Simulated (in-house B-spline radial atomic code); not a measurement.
# Hf5+: [Ar] 3d10 4s1 4p6 4d10 (4f5/2)6 (4f7/2)7 5s2 5p6 5d1 (with a hole in an inner shell)

Computed with a radial B-spline atomic code at the basis-set limit: Dirac-Hartree-Fock, average of the jj configuration, Fermi nucleus of rms radius 5.347 fm.

Z_r = [3n² - l(l+1)]/(2<r>); Z_e = n√(-2ε); the last column is Slater's effective charge. Values are occupation-weighted means over j. An effective charge above Z reflects the relativistic contraction of the inner shells.

```csv
shell,electrons,ε (eV),<r> (bohr),Z_r,Z_e,Slater
1s,2,-65845,0.01899,79.00,69.57,71.70
2s,2,-11465,0.07972,75.26,58.06,67.85
2p,6,-10134,0.07132,70.11,54.58,67.85
3s,2,-2735.6,0.2078,64.96,42.54,60.75
3p,6,-2326.8,0.2073,60.31,39.23,60.75
3d,10,-1811.8,0.1889,55.58,34.62,50.85
4s,1,-647.94,0.4686,51.22,27.60,44.60
4p,6,-503.24,0.4939,46.56,24.33,44.60
4d,10,-316.82,0.53,39.62,19.30,33.85
5s,2,-146.44,1.099,34.13,16.40,16.05
4f,13,-109.61,0.6105,29.49,11.35,22.80
5p,6,-107.12,1.242,29.39,14.03,16.05
5d,1,-62.829,1.619,21.31,10.74,6.00
```

The least bound orbital is 5d5/2 at -62.4 eV, and it is also the most diffuse (<r> = 1.632 bohr). The part-filled 4s shell lies below the filled 5p shell in orbital energy.

For the 1s electron the small component carries 7.33 % of the norm, the zero-frequency Breit interaction raises the level by 221.9 eV, self-energy by 137.6 eV, and vacuum polarisation lowers it by 25.26 eV.
